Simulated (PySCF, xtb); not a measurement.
H3O4S, SMILES O=S(O)(O)=[OH+], charge +1.

Geometry: PBE0-D3(BJ)/def2-SVP. The isomer is the one that the SMILES or the coordinates give; other isomers of the formula were not compared. Other conformers were not sampled.

Calculation: C-PCM-B3LYP/def2-SVP (PySCF).

The values are the electrostatic part of the solvation free energy, E(continuum) − E(gas) at the gas-phase geometry, in a cavity of scaled van der Waals radii (PySCF's table); cavitation and dispersion terms are not included. In vacuum the orbital gap is 9.99 eV.

| solvent | ε | ΔG(elec) (kcal/mol) | gap (eV) |
|---|---|---|---|
| water | 78.36 | -74.4 | 10.26 |
| acetone | 20.49 | -71.6 | 10.25 |
| 1-octanol | 9.86 | -67.6 | 10.24 |

For comparison, GFN2-xTB/ALPB(water) (xtb, at the GFN2-xTB geometry, all terms of that model) gives -84.9 kcal/mol.
